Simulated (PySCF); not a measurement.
**Computed properties of Mo(O)(NMe)(OH)(SH) (CH₅MoNO₂S), SMILES C[N]=[Mo](=[O])([OH])[SH], multiplicity 1**

Mo(O)(NMe)(OH)(SH) (CH₅MoNO₂S), SMILES [N](=[Mo](=[O])([OH])[SH])C, multiplicity 1. Coordinates come from a B3LYP-D3(BJ)/def2-SVP optimisation. The multiplicity is an assumed one; other spin states were not compared. The def2 effective core potentials stand for the cores of Mo; spin–orbit coupling is left out. Other conformers were not sampled. All values are computed for the isolated molecule unless a solvent is named; none is compared with measurement here.

**Structure.** All 27 harmonic modes at B3LYP-D3(BJ)/def2-SVP (PySCF) are real, so it is a minimum. With heavy atoms numbered as in [Mo:1](=[O:2])(=[N:3][CH3:4])([OH:8])[SH:10], the shortest bond between them is N3–C4 at 1.426 Å and the longest Mo1–S10 at 2.365 Å.

**Vibrations.** The strongest infrared lines (harmonic, unscaled, degenerate partners summed) lie at 3851 cm⁻¹ (204 km/mol, H 94 %), 619 cm⁻¹ (176 km/mol, H 59 %, O 32 %), 1013 cm⁻¹ (167 km/mol, O 82 %, Mo 15 %). The softest mode is at 88 cm⁻¹ and the zero-point energy is 42.6 kcal/mol.

**Electronic structure.** M06-2X/def2-TZVP (PySCF) places the frontier levels at -8.75 and -1.19 eV, a gap of 7.56 eV, and gives a dipole moment of 3.07 D and a mean polarisability of 88.4 bohr³. PBE/def2-TZVP (PySCF) at the same geometry gives -6.35 and -2.71 eV, so its gap is 3.92 eV narrower. An orbital gap is neither the optical nor the fundamental gap.

**Excitations.** TDA-ωB97X/def2-SVPD (PySCF) has S1 at 4.17 eV (297 nm, f = 0.001, dark); the most intense of the 10 singlets computed lies at 4.59 eV (f = 0.03). T1 (TDA) is at 3.60 eV, 0.57 eV under S1. TDA-PBE/def2-SVPD (PySCF) puts S1 at 3.81 eV. No vertical singlet excitation falls in the visible range (under 3.1 eV).
